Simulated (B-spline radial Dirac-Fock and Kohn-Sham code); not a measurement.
# Kohn-Sham estimates against Dirac-Fock for the levels of Ti¹⁶⁺

System: Ti¹⁶⁺, configuration 1s2 2s2 2p2.

The density-functional columns are spherical, spin-unpolarised Dirac-Kohn-Sham results without Breit or QED terms: −ε is minus the orbital energy of the initial state and ΔSCF the difference of two total energies. The reference in the last column comes from Dirac-Fock (average of configuration) total-energy differences with a finite nucleus, the Breit interaction including its frequency dependence, and self-energy and vacuum-polarisation corrections. All numbers are from an atomic code on a B-spline grid, in eV; a selection of levels is shown.

```tsv
level	LDA −ε	LDA ΔSCF	Dirac-Fock
K	5625.0	5781.6	5769.1
L1	1145.8	1183.4	1181.3
L2,3	1080.7	1124.4	1125.4
```

Values without a named source are computed, but for edge energies of neutral atoms, which are taken from tables.
